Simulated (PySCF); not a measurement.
Compound: C₄H₅BCl₂NS (charge +1).
SMILES: `C[n+]1csc(B(Cl)Cl)c1`

A PySCF run (density fitting, gas phase, GFN2-xTB geometry) gave HOMO -11.69 eV, LUMO -7.94 eV.

Problem. Which of these levels was it?
A. B97-2/def2-SVPD
B. PBE0/6-311G**
C. BP86/pcSseg-1
D. PBE0/MINI

Solution. C. It is BP86/pcSseg-1. All candidates on this geometry:

| level and settings | kind | basis functions | SCF cycles | E (Eh) | HOMO (eV) | LUMO (eV) |
| --- | --- | --- | --- | --- | --- | --- |
| BP86/pcSseg-1, grid level 3 | GGA | 199 | 17 | -1553.5184 | -11.69 | -7.94 |
| PBE0/MINI, start guess atom | global hybrid | 62 | 10 | -1544.2833 | -14.29 | -9.29 |
| B97-2/def2-SVPD | global hybrid | 241 | 14 | -1552.9409 | -12.67 | -7.03 |
| PBE0/6-311G**, energy threshold 1e-11 Eh | global hybrid | 216 | 13 | -1552.8308 | -12.91 | -6.97 |

The nearest other candidate, by the summed differences of HOMO and LUMO, is B97-2/def2-SVPD: its HOMO differs by -0.98 eV and its LUMO by +0.91 eV. Cycle counts include a coarse-grid stage where the run had one. All basis functions are spherical, in the Pople sets too.

Conformer computed: `[CH3:1][n+:2]1[cH:3][s:4][c:5]([B:6]([Cl:7])[Cl:8])[cH:9]1`: S4–C5–B6–Cl7 178°.
